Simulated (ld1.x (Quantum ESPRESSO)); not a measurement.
# Before and after: PAW potential for Zn (Z = 30)

```json
{
 "Element": "Zn (Z = 30)",
 "Generator": "ld1.x (Quantum ESPRESSO) 7.5",
 "Type": "PAW",
 "Functional": "PBE",
 "Relativity": "scalar-relativistic",
 "Frozen core": "[Ar]",
 "Valence charge": "12",
 "Reference configuration": "3d10 4s0 4p0 (charge +2)",
 "Partial waves": "4s (bound, empty): rcut 1.40, rcutus 1.90 bohr; 4s channel at 1 Ry: rcut 1.40, rcutus 1.90 bohr; 4p (bound, empty): rcut 1.55, rcutus 1.80 bohr; 4p channel at 2.85 Ry: rcut 1.55, rcutus 1.80 bohr; 3d (bound): rcut 0.95, rcutus 1.00 bohr; 3d channel at -1.55 Ry: rcut 0.95, rcutus 1.00 bohr; 4f channel at 0.45 Ry: rcut 1.50, rcutus 1.80 bohr; 4f channel at 1.4 Ry: rcut 1.50, rcutus 1.80 bohr",
 "Local potential": "all-electron potential smoothed inside 1.45 bohr (lloc = -1)",
 "Core correction": "Bessel-smoothed model core, default radius (core density twice the valence density)",
 "Augmentation charge": "BESSEL, radius 1.00 bohr"
}
```

Change: all radii but the core radius scaled by about 1.33 (s 2.52, p 2.40, d 1.32, f 2.40 bohr, rcut 1.86/2.06/1.26/2.00); local potential all-electron potential smoothed inside 1.92 bohr (lloc = -1); augmentation BESSEL, radius 1.32 bohr.

Cutoffs: the cutoffs (Ry, on a coarse ladder) from which the occupation-weighted sum of valence levels, in a spherical-Bessel basis at the reference potential, stays within 10 and 1 mRy of its value at 400 Ry; they do not see the model core or the augmentation charge, which bear on the density cutoff. Errors are all-electron minus pseudo energies relative to the spin-unpolarised reference configuration.

Q: What does the change do?

A: The potential gets softer (160 Ry and 260 Ry → 80 Ry and 110 Ry); of the 7 tests that both files solve, the error grows in 3 and shrinks in 2 by more than 15 % and 0.3 meV (median size 108.3 → 28.0 meV); neither file shows a bound ghost. A larger radius leaves more room for a smooth pseudo-wave, so fewer plane waves are needed.

| quantity | base | changed |
| --- | --- | --- |
| cutoff, loose | 160 Ry | 80 Ry |
| cutoff, tight | 260 Ry | 110 Ry |
| bound ghosts | none | none |
| error for 3d10 4s2 4p0, meV [ΔE -28.33 eV] | +4.8 | +44 |
| error for 3d10 4s1 4p0, meV [ΔE -18.44 eV] | +2.6 | +14 |
| error for 3d9 4s0 4p0, meV [ΔE 40.53 eV] | -190 | -201 |
| error for 3d9 4s2 4p1, meV [ΔE -16.09 eV] | -115 | +21 |
| error for 3d9 4s2 4p0, meV [ΔE -10.43 eV] | -108 | +23 |
| error for 3d10 4s1.5 4p0, meV [ΔE -24.39 eV] | +3.9 | +28 |
| error for 3d8 4s0 4p0, meV [ΔE 102.35 eV] | -1065 | -1150 |
| lowest overlap eigenvalue by channel | s 0.42, p 0.60, d 0.98, f 0.87 | s 0.53, p 0.66, d 1.00, f 0.90 |
